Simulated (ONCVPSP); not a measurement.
# Building the ONCV potential for Sc (PBE, scalar-relativistic).

Input for ONCVPSP 4.0.1:

```
# ATOM AND REFERENCE CONFIGURATION
# atsym  z   nc   nv     iexc    psfile
  Sc 21.00    3    4        4      upf
#
#   n    l    f
    1    0    2.00
    2    0    2.00
    2    1    6.00
    3    0    2.00
    3    1    6.00
    3    2    1.00
    4    0    2.00
#
# PSEUDOPOTENTIAL AND OPTIMIZATION
# lmax
    3
#
#   l,   rc,      ep,       ncon, nbas, qcut
    0    2.00    0.00    4    9    4.90
    1    1.85    0.00    4    8    9.20
    2    2.20    0.00    4    8    6.40
    3    2.25    0.07    4    7    5.40
#
# LOCAL POTENTIAL
# lloc, lpopt,  rc(5),   dvloc0
    4    5    1.20    4.00
#
# VANDERBILT-KLEINMAN-BYLANDER PROJECTORs
# l, nproj, debl
    0    2    0.90
    1    3    1.50
    2    2    3.30
    3    2    3.40
#
# MODEL CORE CHARGE
# icmod, fcfact, rcfact
    3    3.00    1.60
#
# LOG DERIVATIVE ANALYSIS
# epsh1, epsh2, depsh
   -4.00    5.00    0.02
#
# OUTPUT GRID
# rlmax, drl
    6.00    0.01
#
# TEST CONFIGURATIONS
# ncnf
    4
# nvcnf
#   n    l    f
    4
    3    0    2.00
    3    1    6.00
    3    2    1.00
    4    0    1.00
#
    4
    3    0    2.00
    3    1    6.00
    3    2    1.00
    4    0    0.00
#
    4
    3    0    2.00
    3    1    6.00
    3    2    0.00
    4    0    0.00
#
    4
    3    0    1.00
    3    1    6.00
    3    2    1.00
    4    0    2.00
#
```

Command:

```bash
oncvpsp.x < Sc.dat > Sc.out
```

The program printed (shortened: citation, most of the input echo, consistency checks and plot data are left out):

```
ONCVPSP  (Optimized Norm-Conservinng Vanderbilt PSeudopotential)
scalar-relativistic version 4.0.1

#   n    l    f        energy (Ha)
    1    0    2.00    -1.6159673E+02
    2    0    2.00    -1.7431266E+01
    2    1    6.00    -1.4268282E+01
    3    0    2.00    -2.0226482E+00
    3    1    6.00    -1.2356802E+00
    3    2    1.00    -1.1882432E-01
    4    0    2.00    -1.5372740E-01

Reference configufation results
  iterations    25
  all-electron total energy (Ha)   -7.64056381D+02

Begin loop to  construct optimized pseudo wave functions
and semi-local pseudopoentials for all angular momenta

Calculating optimized projector #   1

 for l=   0

    Fraction of norm inside rc  0.973504
    Optimizing pswf for qcut=   4.90 a_B^-1,  ecut=  12.03 Ha
    Residual kinetic energy error=  5.29D-06 Ha

    Energy error per electron        Cutoff
         Ha          eV             Ha
         0.01000     0.27211        5.00
         0.00100     0.02721        6.68
         0.00010     0.00272        8.17
         0.00001     0.00027        9.78

Calculating optimized projector #   2

 for l=   0

    Fraction of norm inside rc  0.070953
    Optimizing pswf for qcut=   4.90 a_B^-1,  ecut=  12.03 Ha
    Residual kinetic energy error=  2.54D-05 Ha

    Energy error per electron        Cutoff
         Ha          eV             Ha
         0.01000     0.27211        3.58
         0.00100     0.02721        5.28
         0.00010     0.00272        7.68
         0.00001     0.00027       19.96

   Wellstate for l =  1  n =  4
     eigenvalue =   0.2643
     asymptotic potential =   0.7643
     half-point radius =  3.5569

   Wellstate for l =  1  n =  5
     eigenvalue =   1.7643
     asymptotic potential =   2.2643
     half-point radius =  3.4669

Calculating optimized projector #   1

 for l=   1

    Fraction of norm inside rc  0.913226
    Optimizing pswf for qcut=   9.20 a_B^-1,  ecut=  42.36 Ha
    Residual kinetic energy error=  4.08D-09 Ha

    Energy error per electron        Cutoff
         Ha          eV             Ha
         0.01000     0.27211       13.75
         0.00100     0.02721       18.74
         0.00010     0.00272       23.48
         0.00001     0.00027       27.96

Calculating optimized projector #   2

 for l=   1

    Fraction of norm inside rc  0.107204
    Optimizing pswf for qcut=   9.20 a_B^-1,  ecut=  42.36 Ha
    Residual kinetic energy error=  3.94D-10 Ha

    Energy error per electron        Cutoff
         Ha          eV             Ha
         0.01000     0.27211       11.32
         0.00100     0.02721       16.08
         0.00010     0.00272       20.49
         0.00001     0.00027       24.20

Calculating optimized projector #   3

 for l=   1

    Fraction of norm inside rc  0.157350
    Optimizing pswf for qcut=   9.20 a_B^-1,  ecut=  42.36 Ha
    Residual kinetic energy error=  9.84D-09 Ha

    Energy error per electron        Cutoff
         Ha          eV             Ha
         0.01000     0.27211       12.89
         0.00100     0.02721       17.24
         0.00010     0.00272       21.05
         0.00001     0.00027       24.28

   Wellstate for l =  2  n =  6
     eigenvalue =   3.1812
     asymptotic potential =   3.6812
     half-point radius =  4.0288

Calculating optimized projector #   1

 for l=   2

    Fraction of norm inside rc  0.709698
    Optimizing pswf for qcut=   6.39 a_B^-1,  ecut=  20.43 Ha
    Residual kinetic energy error=  2.91D-05 Ha

    Energy error per electron        Cutoff
         Ha          eV             Ha
         0.01000     0.27211       13.80
         0.00100     0.02721       16.71
         0.00010     0.00272       19.41
         0.00001     0.00027       34.29

Calculating optimized projector #   2

 for l=   2

    Fraction of norm inside rc  0.191748
    Optimizing pswf for qcut=   6.39 a_B^-1,  ecut=  20.43 Ha
    Residual kinetic energy error=  2.10D-03 Ha

    Energy error per electron        Cutoff
         Ha          eV             Ha
         0.01000     0.27211       18.15
         0.00100     0.02721       26.04
         0.00010     0.00272       60.68
         0.00001     0.00027       71.85

   Wellstate for l =  3  n =  4
     eigenvalue =   0.0700
     asymptotic potential =   0.5700
     half-point radius = 32.6613

   Wellstate for l =  3  n =  6
     eigenvalue =   3.4700
     asymptotic potential =   3.9700
     half-point radius =  3.8574

Calculating optimized projector #   1

 for l=   3

    Fraction of norm inside rc  0.000067
    Optimizing pswf for qcut=   5.41 a_B^-1,  ecut=  14.62 Ha
    Residual kinetic energy error=  2.87D-09 Ha

    Energy error per electron        Cutoff
         Ha          eV             Ha
         0.01000     0.27211        0.15
         0.00100     0.02721        0.36
         0.00010     0.00272        0.83
         0.00001     0.00027        2.18

Calculating optimized projector #   2

 for l=   3

    Fraction of norm inside rc  0.212151
    Optimizing pswf for qcut=   5.41 a_B^-1,  ecut=  14.62 Ha
    Residual kinetic energy error=  7.15D-03 Ha

    Energy error per electron        Cutoff
         Ha          eV             Ha
         0.01000     0.27211       13.93
         0.00100     0.02721       26.34
         0.00010     0.00272       47.93
         0.00001     0.00027       54.16

Construct Vanderbilt / Kleinmman-Bylander projectors

B matrix Hermiticity error, ll=   0
   1   2    1.0182E-04

  Orthonormal projector coefficients  2.7553E+00  6.5756E-01

B matrix Hermiticity error, ll=   1
   1   2    1.1356E-04
   1   3   -2.2777E-04
   2   3    6.5361E-05

  Orthonormal projector coefficients  9.8786E-01 -9.6255E-01  1.1127E-01

B matrix Hermiticity error, ll=   2
   1   2    7.0599E-05

  Orthonormal projector coefficients -3.4479E+00 -1.1234E+00

B matrix Hermiticity error, ll=   3
   1   2   -8.8880E-07

  Orthonormal projector coefficients -1.7717E+00 -5.0483E-01

Model core correction analysis
  based on d2Exc/dn_idn_j

d2excae - all-electron derivatives

   -4.135244D-02   -3.757745D-02   -2.235542D-02   -2.253572D-03
   -3.757789D-02   -3.549766D-02   -2.277396D-02   -2.811295D-03
   -2.235597D-02   -2.277433D-02   -2.146086D-02   -1.129068D-02
   -2.253129D-03   -2.810585D-03   -1.128688D-02   -2.936797D-02

d2excps - pseudofunction derivatives with no core correction

   -4.946196D-02   -3.897321D-02   -2.067895D-02   -3.055505D-03
   -3.897339D-02   -3.745768D-02   -2.372493D-02   -2.892257D-03
   -2.067874D-02   -2.372496D-02   -2.413310D-02   -1.097360D-02
   -3.056017D-03   -2.891572D-03   -1.096988D-02   -2.941327D-02

rms 2nd derivative error    2.366143E-03

rmatch, rhocmatch    0.5680   13.7193

Teter function model core charge with specified parameters

d2excps - pseudofunction derivatives with core correction

   -3.744560D-02   -3.405298D-02   -2.001265D-02   -2.143031D-03
   -3.405274D-02   -3.467282D-02   -2.346892D-02   -2.525238D-03
   -2.001245D-02   -2.346901D-02   -2.430837D-02   -1.090689D-02
   -2.142543D-03   -2.524514D-03   -1.090318D-02   -2.934475D-02

rms 2nd derivative error    1.957839E-03

Pseudoatom total energy  -47.073519

Diagnostic tests using Vanderbilt-Kleinman-Bylander pseudopotentials
  1 or more projectors used as specified by nproj input data

   l    rcore       rmatch      e in        delta e   norm test  slope test

   0   2.0068835   2.0678168  -2.0226482   0.0000013   1.0000952   1.0000831
   0   2.0068835   2.0678168  -0.1537274   0.0000010   1.0000167   1.0000130

   1   1.8567285   1.9131028  -1.2356802   0.0000005   1.0000871   1.0000916
   1   1.8567285   1.9131028   0.2643198   0.0000153   1.0001548   1.0001548
   1   1.8567285   1.9131028   1.7643198   0.0000488   1.0001632   1.0001632

   2   2.2084616   2.2755152  -0.1188243  -0.0000005   1.0000163   1.0000162
   2   2.2084616   2.2755152   3.1811757   0.0000041   1.0000459   1.0000459

   3   2.2619436   2.3306211   0.0700000   0.0000057   1.0000079   1.0000079
   3   2.2619436   2.3306211   3.4700000   0.0000171   1.0001659   1.0001659

 Testing for bound ghosts
   n   l    E NL Schr. Eq   E Basis Diag.   E Cutoff

   1   0       -2.022647       -2.022644     87.18
   2   0       -0.153726       -0.118374     87.18

   2   1       -1.235680       -1.235671    114.97

   3   2       -0.118825       -0.116576     70.61

 Testing for highly-localized positive-energy ghosts
       l    <radius>/rc     E Basis Diag.   E Cutoff

Test configuration 0

   n   l     f        eae           eps        diff
   1   0  2.0000 -161.59672778
   2   0  2.0000  -17.43126625
   2   1  6.0000  -14.26828191
   3   0  2.0000   -2.02264824   -2.02264694    1.29D-06
   3   1  6.0000   -1.23568018   -1.23567968    5.08D-07
   3   2  1.0000   -0.11882432   -0.11882485   -5.26D-07
   4   0  2.0000   -0.15372740   -0.15372639    1.01D-06

    Total energies and differences
      AE_ref= -7.64056381D+02  AE_tst= -7.64056381D+02  dif=  0.00D+00
      PS_ref= -4.70735188D+01  PS_tst= -4.70735188D+01  dif= -8.53D-14
      PSP excitation error=  8.53D-14

Test configuration 1

   n   l     f        eae           eps        diff
   1   0  2.0000 -161.85843306
   2   0  2.0000  -17.68871219
   2   1  6.0000  -14.52609926
   3   0  2.0000   -2.27982166   -2.28144108   -1.62D-03
   3   1  6.0000   -1.49277546   -1.49368814   -9.13D-04
   3   2  1.0000   -0.36630113   -0.36674453   -4.43D-04
   4   0  1.0000   -0.35748841   -0.35753142   -4.30D-05

    Total energies and differences
      AE_ref= -7.64056381D+02  AE_tst= -7.63802925D+02  dif=  2.53D-01
      PS_ref= -4.70735188D+01  PS_tst= -4.68200368D+01  dif=  2.53D-01
      PSP excitation error= -2.56D-05

Test configuration 2

   n   l     f        eae           eps        diff
   1   0  2.0000 -162.17493495
   2   0  2.0000  -17.99960394
   2   1  6.0000  -14.83746569
   3   0  2.0000   -2.58722222   -2.59143599   -4.21D-03
   3   1  6.0000   -1.79893168   -1.80127111   -2.34D-03
   3   2  1.0000   -0.65823575   -0.65925498   -1.02D-03

    Total energies and differences
      AE_ref= -7.64056381D+02  AE_tst= -7.63333718D+02  dif=  7.23D-01
      PS_ref= -4.70735188D+01  PS_tst= -4.63506555D+01  dif=  7.23D-01
      PSP excitation error= -2.00D-04

Test configuration 3

psatom: WARNING lschvkbb convergence error n,l,iter=   3   2   4
ea(ii),et,emin,emax -1.292880E-01 -1.422168E-01 -1.422168E-01 -1.422168E-01
run_config: WARNING for fully non-local PS atom, stg. 1
 WARNING no output for configuration 4

Test configuration 4

   n   l     f        eae           eps        diff
   1   0  2.0000 -162.27115441
   2   0  2.0000  -18.06534158
   2   1  6.0000  -14.90591840
   3   0  1.0000   -2.55179970   -2.58453382   -3.27D-02
   3   1  6.0000   -1.75031641   -1.76485094   -1.45D-02
   3   2  1.0000   -0.57373991   -0.56322197    1.05D-02
   4   0  2.0000   -0.42453583   -0.42635406   -1.82D-03

    Total energies and differences
      AE_ref= -7.64056381D+02  AE_tst= -7.61778955D+02  dif=  2.28D+00
      PS_ref= -4.70735188D+01  PS_tst= -4.47799926D+01  dif=  2.29D+00
      PSP excitation error= -1.61D-02
```

The run took about 4.4 s on one core of a shared server CPU.
